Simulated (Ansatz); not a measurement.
Geometry optimisation, Ansatz, RHF/def2-SVP.

Input file:

```yaml
crystal:
  periodic: [false, false, false]
  atoms:
    - { symbol: "N", position_ang: [0.04597, 1.50195, 0.13256] }
    - { symbol: B, position_ang: [-0.00481, 0.13184, 0.0061] }
    - { symbol: Si, position_ang: [-1.68516, -0.8668, -0.14949] }
    - { symbol: Ga, position_ang: [2.01851, -0.46913, 0.04277] }
    - { symbol: H, position_ang: [-0.73803, 2.13989, 0.1571] }
    - { symbol: H, position_ang: [0.93834, 1.99005, 0.21723] }
    - { symbol: H, position_ang: [-1.88251, -1.8281, 0.95112] }
    - { symbol: H, position_ang: [-2.88876, -0.01332, -0.13819] }
    - { symbol: H, position_ang: [-1.779, -1.6521, -1.39369] }
    - { symbol: H, position_ang: [3.01247, 0.85125, 0.22891] }
    - { symbol: H, position_ang: [2.96298, -1.78553, -0.05443] }
basis:
  gaussian: { orbitals: def2-SVP }
hamiltonian:
  xc: hf
relax:
  f_tol: 0.02
  max_steps: 50
output:
  orbitals: {}
```

Command:

```bash
$ ansatz run input.yaml --threads 2 --pin off --max-ram 3072MiB --backend cpu --events-out ev --progress --plain --runs-dir out
```

Problem. Where does it end, and by what steps?

Solution. It converged. After 8 steps the energy has fallen by 0.286 eV; H11 moved furthest, 0.53 Å.

```json
{"step": "0", "energy less start (eV)": "0.0000", "largest force component (eV/Å)": "1.605", "accepted": "yes"}
{"step": "1", "energy less start (eV)": "-0.1946", "largest force component (eV/Å)": "0.499", "accepted": "yes"}
{"step": "2", "energy less start (eV)": "-0.2450", "largest force component (eV/Å)": "0.171", "accepted": "yes"}
{"step": "3", "energy less start (eV)": "-0.2533", "largest force component (eV/Å)": "0.863", "accepted": "yes"}
{"step": "4", "energy less start (eV)": "-0.2733", "largest force component (eV/Å)": "0.184", "accepted": "yes"}
{"step": "5", "energy less start (eV)": "-0.2743", "largest force component (eV/Å)": "0.290", "accepted": "yes"}
{"step": "6", "energy less start (eV)": "-0.2856", "largest force component (eV/Å)": "0.052", "accepted": "yes"}
{"step": "7", "energy less start (eV)": "-0.2860", "largest force component (eV/Å)": "0.032", "accepted": "yes"}
{"step": "8", "energy less start (eV)": "-0.2861", "largest force component (eV/Å)": "0.013", "accepted": "yes"}
```

```xyz
11
Properties=species:S:1:pos:R:3
N -0.079 1.680 0.141
B 0.083 0.302 0.029
Si -1.579 -0.884 -0.146
Ga 2.101 -0.468 0.052
H -0.970 2.137 0.141
H 0.683 2.323 0.231
H -1.651 -1.865 0.972
H -2.848 -0.099 -0.135
H -1.547 -1.663 -1.414
H 3.327 0.537 0.207
H 2.480 -2.000 -0.079
```

Whether the end is a true minimum wasn't checked by a vibrational analysis.

Time of the run: 14 s on 2 threads of Intel(R) Xeon(R) Platinum 8488C (Sapphire Rapids), with other jobs on the host, peak memory 0.27 GiB.
